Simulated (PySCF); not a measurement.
C7H6N2S.
SMILES: `C=C[C@H](C#N)c1cnsc1`

Level: PBE0/def2-SVPD in PySCF, non-relativistic, on one gas-phase PBE0-D3(BJ)/def2-SVP geometry that isn't relaxed in the solvent. The solvent is an IEF-PCM continuum (Bondi radii, 1.10 Å for H, scaled by 1.2), and excitations are vertical TDDFT with non-equilibrium linear response and a frozen core. Only the electrostatic response of the medium enters.

Gas-phase singlets (H = HOMO, L = LUMO):

```json
{"state": "S1", "E (eV)": "5.474", "λ (nm)": "226", "f": "0.170", "leading configurations": "H→L 92%"}
{"state": "S2", "E (eV)": "5.622", "λ (nm)": "221", "f": "0.003", "leading configurations": "H-3→L 63%, H-2→L 28%"}
{"state": "S3", "E (eV)": "6.076", "λ (nm)": "204", "f": "0.004", "leading configurations": "H→L+1 59%, H-1→L 14%"}
{"state": "S4", "E (eV)": "6.157", "λ (nm)": "201", "f": "0.024", "leading configurations": "H-1→L 70%, H→L+2 17%"}
{"state": "S5", "E (eV)": "6.292", "λ (nm)": "197", "f": "0.009", "leading configurations": "H-2→L 44%, H-3→L 22%"}
```

Task: Give the list for chloroform (ε = 4.711), n² = 2.09.

Result: 
```
state  E (eV)  λ (nm)      f  leading configurations  change by rank (eV)
   S1   5.407     229  0.243                 H→L 95%               -0.067
   S2   5.736     216  0.003    H-3→L 74%, H-2→L 17%               +0.114
   S3   6.092     204  0.003    H→L+1 41%, H-2→L 29%               +0.016
   S4   6.132     202  0.033               H-1→L 76%               -0.025
   S5   6.183     201  0.027    H-2→L 41%, H→L+2 28%               -0.109
```

Task: Give the list for dichloromethane (ε = 8.93), n² = 2.03.

Result: 
```csv
state,E (eV),λ (nm),f,leading configurations,change by rank (eV)
S1,5.406,229,0.240,H→L 95%,-0.068
S2,5.761,215,0.003,"H-3→L 72%, H-2→L 15%",+0.139
S3,6.085,204,0.004,"H-2→L 36%, H→L+1 27%",+0.009
S4,6.130,202,0.024,"H-1→L 63%, H→L+1 17%",-0.027
S5,6.181,201,0.035,"H-2→L 40%, H→L+2 28%",-0.111
```

Task: The ground-state energy changes by -0.336 eV from gas to dichloromethane. By how much does the total energy of gas-phase S1 change?

Result: E(S1) = E(S0) + excitation energy, so it changes by -0.336 − 0.068 = -0.404 eV: it is lowered more than the ground state, which is what a red shift means. This is the vertical state, with the slow part of the continuum still set for S0.

Task: How do the frontier levels move from gas to dichloromethane?

Result: 
| orbital | gas (eV) | solvent (eV) | change (eV) |
| --- | --- | --- | --- |
| LUMO+2 | -0.02 | 0.18 | +0.20 |
| LUMO+1 | -0.64 | -0.37 | +0.27 |
| LUMO | -1.48 | -1.31 | +0.17 |
| HOMO | -7.77 | -7.59 | +0.18 |
| HOMO-1 | -8.34 | -8.21 | +0.13 |
| HOMO-2 | -8.56 | -8.26 | +0.30 |
| HOMO-3 | -8.81 | -8.81 | 0.00 |

The HOMO–LUMO gap goes from 6.29 to 6.28 eV.

Rough CPU time on one thread of a shared machine: about 80 s. This is the whole response run at PBE0/def2-SVPD in dichloromethane, SCF included.

The values belong to the conformer `[CH2:1]=[CH:2][C@H:3]([C:4]#[N:5])[c:6]1[cH:7][n:8][s:9][cH:10]1`: C1–C2–C3–C4 -119°, C2–C3–C6–C7 -58°.
